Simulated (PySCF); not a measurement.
Species: C7H11 (doublet state).
Atom-mapped SMILES: `[CH3:1][C:2]1[C@@H:3]2[CH2:4][CH2:5][C@H:6]1[CH2:7]2` (hydrogens: H8, H9, H10 on C1; H11 on C3; H12, H13 on C4; H14, H15 on C5; H16 on C6; H17, H18 on C7)

The geometry is computed with GFN2-xTB (gas phase). This method treats the open shell by occupation alone, without spin polarisation.

(1) Give the optimised bond lengths and angles.

Results:

(1) 
```csv
bond,length (pm),order
C1–C2,147.4,single
"C2–C3, C2–C6",151.2,single
"C3–C4, C5–C6",153.6,single
C4–C5,154.8,single
"C3–C7, C6–C7",154.2,single
"C1–H8, C1–H10",109.0,single
C1–H9,110.0,single
"C3–H11, C6–H16",108.6,single
"C4–H12, C5–H14",109.0,single
"C4–H13, C5–H15",108.9,single
C7–H17,109.1,single
C7–H18,108.7,single
```

Bonds in one row agree within 1 pm and their mean is given. Orders are formal, as drawn. A selection of angles:
```csv
angle,degrees
C2–C1–H8,110.5
C2–C1–H9,112.2
H8–C1–H9,107.6
H8–C1–H10,109.0
C1–C2–C3,127.6
C3–C2–C6,85.1
C2–C3–C4,101.6
C2–C3–C7,85.1
C2–C3–H11,123.1
C4–C3–C7,100.9
C4–C3–H11,117.4
C7–C3–H11,122.4
C3–C4–C5,99.3
C3–C4–H12,112.0
C3–C4–H13,111.8
C5–C4–H12,112.5
C5–C4–H13,112.4
H12–C4–H13,108.7
C6–C7–H17,117.0
C6–C7–H18,113.5
C3–C7–C6,83.1
H17–C7–H18,110.4
```

Torsions: C1–C2–C3–C4 -159° (antiperiplanar); C2–C3–C4–C5 -43° (synclinal); C3–C4–C5–C6 0° (synperiplanar); C4–C5–C6–C7 -44° (synclinal); C5–C6–C7–C3 67° (synclinal); C1–C2–C6–C5 159° (antiperiplanar); C2–C3–C7–C6 34° (synclinal).

The 5-membered ring C2–C3–C4–C5–C6 has internal angles of 85.1° to 101.6°; it is puckered, 0.31 Å rms from its mean plane, widest ring torsion 66°. Of the pairs four or more bonds apart, C1···H18 is among the closest relative to their van der Waals radii: 2.99 Å, 103 % of the sum of Bondi's values. The 5-membered ring C3–C4–C5–C6–C7 has internal angles of 83.1° to 100.9°; it is puckered, 0.33 Å rms from its mean plane, widest ring torsion 67°. The C–C distances run from 1.474 Å (C1–C2, drawn single) to 1.548 Å (C4–C5, drawn single), a spread of 0.074 Å. C2 (carbon bonded to 3 C) is pyramidal (angles 128.0°, 127.6° and 85.1°, sum 340.7°, 0.37 Å off the plane of its three neighbours). The 4-membered ring C2–C3–C7–C6 has internal angles of 83.1° to 85.1°; it is puckered, 0.23 Å rms from its mean plane, widest ring torsion 34°.

Point group: near Cs, missed by 0.16 Å at most; the miss may be what the optimiser left on a soft mode. GFN2-xTB frequencies: not computed here.
